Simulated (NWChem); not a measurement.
System: InCl, singlet; SMILES [In][Cl]

The following NWChem deck was run.

```
start job
memory heap 200 mb stack 900 mb global 1100 mb
geometry units angstroms noautosym nocenter noautoz
  In     0.000000     0.000000    -0.636208
  Cl     0.000000     0.000000     1.793726
end
basis spherical
  In library def2-svp
  Cl library def2-svp
end
ecp
  In library def2-ecp
end
dft
  xc pbe0
  iterations 150
end
tddft
  cis
  nroots 6
  notriplet
end
task tddft energy
```

Low-valent species are run as closed-shell singlets; no triplet was tried in these runs. Structure relaxed at the PBE0/def2-SVP level. def2 effective core potentials on In; no spin-orbit coupling.

Vertical excitations in the gas phase.

Problem. Give the results of this calculation. (PBE0/def2-SVP with def2 effective core potentials on In, TDA.) Quantities: lowest excitation, singlet (eV); oscillator strength of that lowest state; lowest state with f > 0.02, singlet (eV); oscillator strength of that bright state; orbital gap (eV).

Solution. 
```json
{
  "lowest excitation, singlet (eV)": "4.61",
  "oscillator_strength_of_that_lowest_state": "0.130",
  "lowest state with f > 0.02, singlet (eV)": "4.61",
  "oscillator_strength_of_that_bright_state": "0.130",
  "orbital gap (eV)": "5.44"
}
```
